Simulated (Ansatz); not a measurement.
System: InH, net charge 0, triplet state. This is an excited triplet: at this geometry the singlet lies 1.95 eV lower at CCSD(T)/CBS(def2-TZVPPD,def2-QZVPPD). 
Structure (B3LYP-D3(BJ)/def2-TZVP (Ansatz, an electronic-structure program) minimum search):
```
In
H 1 1.8026
```
Charge 0, spin multiplicity 3.

Basis-set convergence of Hartree-Fock and CCSD correlation energies (hartree) with Ansatz. Cores are frozen in the correlated levels unless marked. Open shells are spin-unrestricted. Spin-orbit coupling is left out. The frozen core is the preceding noble-gas configuration, with the filled d and f shells of earlier blocks. In def2 rows, elements after Kr have scalar-relativistic effective core potentials.

| basis | functions | E(HF) | E(corr, CCSD) |
|---|---|---|---|
| def2-SVP | 31 | -189.72037 | -0.04454 |
| def2-TZVPP | 64 | -189.72633 | -0.05131 |
| def2-QZVPP | 112 | -189.72736 | -0.05319 |

Extrapolating the two largest sets (X = 3 and 4) as X^-3: E(corr) = (64·(-0.05319) - 27·(-0.05131))/37 = -0.0546 Eh, an estimate of the basis-set limit. The largest set recovers 97.5 % of it, the smallest 81.6 %.
